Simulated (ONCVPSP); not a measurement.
**manganese: excitation energies, all-electron against ONCV**

| Item | Value |
| --- | --- |
| Element | Mn |
| Generator | ONCVPSP 4.0.1 |
| Type | optimised norm-conserving Vanderbilt (ONCV) |
| Functional | PBE |
| Relativity | scalar-relativistic |
| Frozen core | [Ne] |
| Valence charge | 15 |
| Reference configuration | 3s2 3p6 3d5 4s1 (charge +1) |
| Partial waves | 3s+4s: rc 1.40 bohr, ncon 4, nbas 7, qcut 8.8 1/bohr, 2 projectors; 3p: rc 1.05 bohr, ncon 4, nbas 9, qcut 11.4 1/bohr, 2 projectors, debl 0.2 Ha; 3d: rc 0.95 bohr, ncon 3, nbas 7, qcut 9.6 1/bohr, 2 projectors, debl 0.7 Ha |
| Local potential | polynomial inside 0.80 bohr (lpopt 5, dvloc0 0 Ha) |
| Core correction | Teter function fitted to the true core (icmod 2), fcfact 0.35 |

In the p channel the program set the typed energies aside and used -2.309, 0.250 Ha.

Energies are relative to the spin-unpolarised reference configuration 3s2 3p6 3d5 4s1; without spin polarisation the order of configurations can differ from experiment.

Question: Give the all-electron excitation energy and the error of the potential for: 3s2 3p6 3d5 4s2; 3s2 3p6 3d5 4s0; 3s2 3p6 3d4 4s0; 3s2 3p5 3d5 4s2.

Answer:

```tsv
valence configuration	charge	ΔE all-electron (eV)	error AE − PS (meV)
3s2 3p6 3d5 4s2	0	-8.416	+0.8
3s2 3p6 3d5 4s0	+2	15.599	-1.1
3s2 3p6 3d4 4s0	+3	48.118	-14
3s2 3p5 3d5 4s2	+1	53.563	-8.5
```
